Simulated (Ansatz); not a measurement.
Ansatz (a first-principles code) input file for CH8O3Si2, SMILES O[C@H]([SiH3])[SiH](O)O, r2SCAN-D4/def2-SVP. 

Ansatz 0.2 input:
```yaml
crystal:
  periodic: [false, false, false]
  atoms:
    - {symbol: O, position_ang: [-0.56255552, 1.50407135, 1.17970439]}
    - {symbol: C, position_ang: [-0.57077410, 0.63351463, 0.03595003]}
    - {symbol: Si, position_ang: [-2.16610206, -0.37844339, 0.26231324]}
    - {symbol: Si, position_ang: [1.04163564, -0.36632250, -0.06390645]}
    - {symbol: O, position_ang: [2.21068434, 0.75645628, -0.16459000]}
    - {symbol: O, position_ang: [1.15747548, -1.27152112, -1.41636551]}
    - {symbol: H, position_ang: [0.26464620, 1.99553467, 1.18073353]}
    - {symbol: H, position_ang: [-0.66744301, 1.25230104, -0.87018202]}
    - {symbol: H, position_ang: [-2.04463520, -1.20828555, 1.46058561]}
    - {symbol: H, position_ang: [-2.33984290, -1.24769734, -0.91316974]}
    - {symbol: H, position_ang: [-3.29881032, 0.53645036, 0.38156448]}
    - {symbol: H, position_ang: [1.24231466, -1.19639044, 1.12103047]}
    - {symbol: H, position_ang: [3.05426875, 0.52765776, -0.54532816]}
    - {symbol: H, position_ang: [0.51184172, -1.94598817, -1.59862039]}
basis:
  gaussian:
    orbitals: def2-SVP
hamiltonian:
  xc: r2scan
  dispersion: d4
relax: {f_tol: 0.002, max_steps: 200}
```

Log of the run:

```
WARN ansatz: RAYON_NUM_THREADS=2 ignored (pool sized by the plan → 2); use --threads N
Functional definition: r2SCAN
integrals: 0.09 GiB planned
1443 factors; their error is unknown
mean field: 0.46 GiB planned
mean field evaluation 1: about -23038.1421 eV, gradient 8.0e1 eV
mean field evaluation 2: about -23018.0641 eV, gradient 1.3e2 eV
mean field evaluation 4: about -23049.7451 eV, gradient 6.0e0 eV
mean field evaluation 8: about -23049.8282 eV, gradient 1.2e-1 eV
mean field evaluation 16: about -23049.7376 eV, gradient 1.8e-4 eV
mean field -23049.73762938 eV, -847.0622342062 hartree, gradient 1.3e-5 eV, S^2 0.000000; 0 other end points of the search recorded, 0 dependent functions left out
the calculation of the forces begins
reference -23049.73764113 eV, -847.0622346381 hartree; 33, 33 occupied and 99, 99 virtual orbitals, 1443 factors
relax step   1: F+E_penalty+E_count = -23049.82334037 eV  Δ(F+E_penalty+E_count) = +0.000e0 eV  max|allowed force component| = 1.094e0 eV/Å  Δτ_max = 0.0000 Å  (29 SCF iters, accepted)
these checks for a lower state are left out or cut short: starts, cluster_reference, orbital_swaps, neighbouring_geometries, increment
integrals: 0.09 GiB planned
1443 factors; their error is unknown
mean field: 0.46 GiB planned
mean field -23049.84462549 eV, -847.0661662409 hartree, gradient 2.0e-5 eV, S^2 0.000000; 0 other end points of the search recorded, 0 dependent functions left out
the calculation of the forces begins
reference -23049.84463727 eV, -847.0661666739 hartree; 33, 33 occupied and 99, 99 virtual orbitals, 1443 factors
[...]
these checks for a lower state are left out or cut short: starts, cluster_reference, orbital_swaps, neighbouring_geometries, increment
integrals: 0.09 GiB planned
1443 factors; their error is unknown
mean field: 0.46 GiB planned
mean field evaluation 160: about -23049.9306 eV, gradient 1.9e-5 eV
mean field -23049.93055711 eV, -847.0693241698 hartree, gradient 1.9e-5 eV, S^2 0.000000; 0 other end points of the search recorded, 0 dependent functions left out
the calculation of the forces begins
reference -23049.93056910 eV, -847.0693246103 hartree; 33, 33 occupied and 99, 99 virtual orbitals, 1443 factors
relax step  21: F+E_penalty+E_count = -23050.01611500 eV  Δ(F+E_penalty+E_count) = -1.294e-3 eV  max|allowed force component| = 1.644e-1 eV/Å  Δτ_max = 0.0584 Å  (29 SCF iters, accepted)
these checks for a lower state are left out or cut short: starts, cluster_reference, orbital_swaps, neighbouring_geometries, increment
integrals: 0.09 GiB planned
1443 factors; their error is unknown
mean field: 0.46 GiB planned
mean field -23049.93147353 eV, -847.0693578476 hartree, gradient 1.8e-5 eV, S^2 0.000000; 0 other end points of the search recorded, 0 dependent functions left out
the calculation of the forces begins
reference -23049.93148552 eV, -847.0693582883 hartree; 33, 33 occupied and 99, 99 virtual orbitals, 1443 factors
relax step  22: F+E_penalty+E_count = -23050.01700578 eV  Δ(F+E_penalty+E_count) = -8.908e-4 eV  max|allowed force component| = 1.593e-1 eV/Å  Δτ_max = 0.0450 Å  (29 SCF iters, accepted)
these checks for a lower state are left out or cut short: starts, cluster_reference, orbital_swaps, neighbouring_geometries, increment
integrals: 0.09 GiB planned
1443 factors; their error is unknown
mean field: 0.46 GiB planned
mean field -23049.93222203 eV, -847.0693853545 hartree, gradient 1.9e-5 eV, S^2 0.000000; 0 other end points of the search recorded, 0 dependent functions left out
the calculation of the forces begins
reference -23049.93223402 eV, -847.0693857951 hartree; 33, 33 occupied and 99, 99 virtual orbitals, 1443 factors
relax step  23: F+E_penalty+E_count = -23050.01774602 eV  Δ(F+E_penalty+E_count) = -7.402e-4 eV  max|allowed force component| = 1.114e-1 eV/Å  Δτ_max = 0.0447 Å  (29 SCF iters, accepted)
these checks for a lower state are left out or cut short: starts, cluster_reference, orbital_swaps, neighbouring_geometries, increment
integrals: 0.09 GiB planned
1443 factors; their error is unknown
mean field: 0.46 GiB planned
mean field -23049.93271749 eV, -847.0694035622 hartree, gradient 1.8e-5 eV, S^2 0.000000; 0 other end points of the search recorded, 0 dependent functions left out
the calculation of the forces begins
reference -23049.93272947 eV, -847.0694040026 hartree; 33, 33 occupied and 99, 99 virtual orbitals, 1443 factors
relax step  24: F+E_penalty+E_count = -23050.01822813 eV  Δ(F+E_penalty+E_count) = -4.821e-4 eV  max|allowed force component| = 9.378e-2 eV/Å  Δτ_max = 0.0452 Å  (29 SCF iters, accepted)
these checks for a lower state are left out or cut short: starts, cluster_reference, orbital_swaps, neighbouring_geometries, increment
integrals: 0.09 GiB planned
1443 factors; their error is unknown
mean field: 0.46 GiB planned
mean field -23049.93304922 eV, -847.0694157529 hartree, gradient 1.8e-5 eV, S^2 0.000000; 0 other end points of the search recorded, 0 dependent functions left out
the calculation of the forces begins
reference -23049.93306119 eV, -847.0694161931 hartree; 33, 33 occupied and 99, 99 virtual orbitals, 1443 factors
relax step  25: F+E_penalty+E_count = -23050.01857032 eV  Δ(F+E_penalty+E_count) = -3.422e-4 eV  max|allowed force component| = 6.504e-2 eV/Å  Δτ_max = 0.0284 Å  (29 SCF iters, accepted)
these checks for a lower state are left out or cut short: starts, cluster_reference, orbital_swaps, neighbouring_geometries, increment
integrals: 0.09 GiB planned
1443 factors; their error is unknown
mean field: 0.46 GiB planned
mean field evaluation 192: about -23049.9332 eV, gradient 5.2e-5 eV
mean field -23049.93322611 eV, -847.0694222535 hartree, gradient 1.8e-5 eV, S^2 0.000000; 0 other end points of the search recorded, 0 dependent functions left out
the calculation of the forces begins
reference -23049.93323808 eV, -847.0694226935 hartree; 33, 33 occupied and 99, 99 virtual orbitals, 1443 factors
relax step  26: F+E_penalty+E_count = -23050.01875639 eV  Δ(F+E_penalty+E_count) = -1.861e-4 eV  max|allowed force component| = 3.947e-2 eV/Å  Δτ_max = 0.0212 Å  (30 SCF iters, accepted)
these checks for a lower state are left out or cut short: starts, cluster_reference, orbital_swaps, neighbouring_geometries, increment
integrals: 0.09 GiB planned
1443 factors; their error is unknown
mean field: 0.46 GiB planned
mean field -23049.93333023 eV, -847.0694260800 hartree, gradient 1.8e-5 eV, S^2 0.000000; 0 other end points of the search recorded, 0 dependent functions left out
the calculation of the forces begins
reference -23049.93334220 eV, -847.0694265200 hartree; 33, 33 occupied and 99, 99 virtual orbitals, 1443 factors
relax step  27: F+E_penalty+E_count = -23050.01886196 eV  Δ(F+E_penalty+E_count) = -1.056e-4 eV  max|allowed force component| = 1.647e-2 eV/Å  Δτ_max = 0.0140 Å  (30 SCF iters, accepted)
these checks for a lower state are left out or cut short: starts, cluster_reference, orbital_swaps, neighbouring_geometries, increment
integrals: 0.09 GiB planned
1443 factors; their error is unknown
mean field: 0.46 GiB planned
mean field -23049.93299750 eV, -847.0694138523 hartree, gradient 1.8e-5 eV, S^2 0.000000; 0 other end points of the search recorded, 0 dependent functions left out
the calculation of the forces begins
reference -23049.93300947 eV, -847.0694142924 hartree; 33, 33 occupied and 99, 99 virtual orbitals, 1443 factors
relax step  28: F+E_penalty+E_count = -23050.01853373 eV  Δ(F+E_penalty+E_count) = +3.282e-4 eV  max|allowed force component| = 6.250e-2 eV/Å  Δτ_max = 0.0086 Å  (31 SCF iters, rejected (line search))
these checks for a lower state are left out or cut short: starts, cluster_reference, orbital_swaps, neighbouring_geometries, increment
integrals: 0.09 GiB planned
1443 factors; their error is unknown
mean field: 0.46 GiB planned
mean field -23049.93338341 eV, -847.0694280345 hartree, gradient 5.3e-6 eV, S^2 0.000000; 0 other end points of the search recorded, 0 dependent functions left out
the calculation of the forces begins
reference -23049.93339539 eV, -847.0694284745 hartree; 33, 33 occupied and 99, 99 virtual orbitals, 1443 factors
relax step  29: F+E_penalty+E_count = -23050.01891891 eV  Δ(F+E_penalty+E_count) = -5.696e-5 eV  max|allowed force component| = 9.286e-3 eV/Å  Δτ_max = 0.0031 Å  (24 SCF iters, accepted)
these checks for a lower state are left out or cut short: starts, cluster_reference, orbital_swaps, neighbouring_geometries, increment
integrals: 0.09 GiB planned
1443 factors; their error is unknown
mean field: 0.46 GiB planned
mean field -23049.93339182 eV, -847.0694283433 hartree, gradient 1.8e-5 eV, S^2 0.000000; 0 other end points of the search recorded, 0 dependent functions left out
the calculation of the forces begins
reference -23049.93340379 eV, -847.0694287833 hartree; 33, 33 occupied and 99, 99 virtual orbitals, 1443 factors
relax step  30: F+E_penalty+E_count = -23050.01892236 eV  Δ(F+E_penalty+E_count) = -3.444e-6 eV  max|allowed force component| = 9.236e-3 eV/Å  Δτ_max = 0.0055 Å  (31 SCF iters, accepted)
these checks for a lower state are left out or cut short: starts, cluster_reference, orbital_swaps, neighbouring_geometries, increment
integrals: 0.09 GiB planned
1443 factors; their error is unknown
mean field: 0.46 GiB planned
mean field evaluation 224: about -23049.9333 eV, gradient 1.4e-1 eV
mean field -23049.93339765 eV, -847.0694285575 hartree, gradient 8.1e-6 eV, S^2 0.000000; 0 other end points of the search recorded, 0 dependent functions left out
the calculation of the forces begins
reference -23049.93340962 eV, -847.0694289975 hartree; 33, 33 occupied and 99, 99 virtual orbitals, 1443 factors
relax step  31: F+E_penalty+E_count = -23050.01893225 eV  Δ(F+E_penalty+E_count) = -9.896e-6 eV  max|allowed force component| = 3.816e-3 eV/Å  Δτ_max = 0.0027 Å  (23 SCF iters, accepted)
these checks for a lower state are left out or cut short: starts, cluster_reference, orbital_swaps, neighbouring_geometries, increment
integrals: 0.09 GiB planned
1443 factors; their error is unknown
mean field: 0.46 GiB planned
mean field -23049.93340058 eV, -847.0694286652 hartree, gradient 2.3e-5 eV, S^2 0.000000; 0 other end points of the search recorded, 0 dependent functions left out
the calculation of the forces begins
reference -23049.93341255 eV, -847.0694291053 hartree; 33, 33 occupied and 99, 99 virtual orbitals, 1443 factors
relax step  32: F+E_penalty+E_count = -23050.01893453 eV  Δ(F+E_penalty+E_count) = -2.277e-6 eV  max|allowed force component| = 1.924e-3 eV/Å  Δτ_max = 0.0024 Å  (22 SCF iters, accepted)
integrals: 0.09 GiB planned
1443 factors; their error is unknown
mean field: 0.46 GiB planned
mean field -23049.93340058 eV, -847.0694286652 hartree, gradient 2.3e-5 eV, S^2 0.000000; 1 other end points of the search recorded, 0 dependent functions left out
the calculation of the forces begins
reference -23049.93341255 eV, -847.0694291053 hartree; 33, 33 occupied and 99, 99 virtual orbitals, 1443 factors
Total energy: -23050.01894651 eV, -847.0725724201 hartree
Atom 0 at    -0.427111     1.645592     0.946848 Å, force    -0.000848    -0.000459    -0.000034 eV/Å
Atom 1 at    -0.640240     0.641081    -0.054311 Å, force    -0.000719    -0.000174     0.001480 eV/Å
Atom 2 at    -2.197124    -0.315610     0.444497 Å, force     0.000540     0.000053     0.000717 eV/Å
Atom 3 at     0.894814    -0.416103    -0.229379 Å, force     0.001109     0.000588     0.000367 eV/Å
Atom 4 at     2.097023     0.729684    -0.020221 Å, force     0.000017    -0.000364    -0.000355 eV/Å
Atom 5 at     0.866185    -1.086334    -1.747588 Å, force    -0.000333    -0.000075     0.000065 eV/Å
Atom 6 at     0.485296     1.956420     0.832738 Å, force     0.000494    -0.000306    -0.000106 eV/Å
Atom 7 at    -0.838375     1.082495    -1.059501 Å, force    -0.000459     0.001645    -0.001924 eV/Å
Atom 8 at    -1.983654    -0.989015     1.760268 Å, force    -0.000272    -0.000188    -0.000133 eV/Å
Atom 9 at    -2.487447    -1.354406    -0.591916 Å, force    -0.000349    -0.000412    -0.000251 eV/Å
Atom 10 at    -3.360173     0.612082     0.557582 Å, force     0.000582    -0.000073    -0.000281 eV/Å
Atom 11 at     1.077405    -1.488052     0.797086 Å, force     0.000285     0.000065     0.000161 eV/Å
Atom 12 at     2.951309     0.448393     0.324884 Å, force     0.000077    -0.000228     0.000083 eV/Å
Atom 13 at     1.394795    -1.874888    -1.911269 Å, force    -0.000123    -0.000073     0.000212 eV/Å
Dipole moment:     0.669432    -0.391127    -0.102164 e Å
```

Self-consistency was reached.
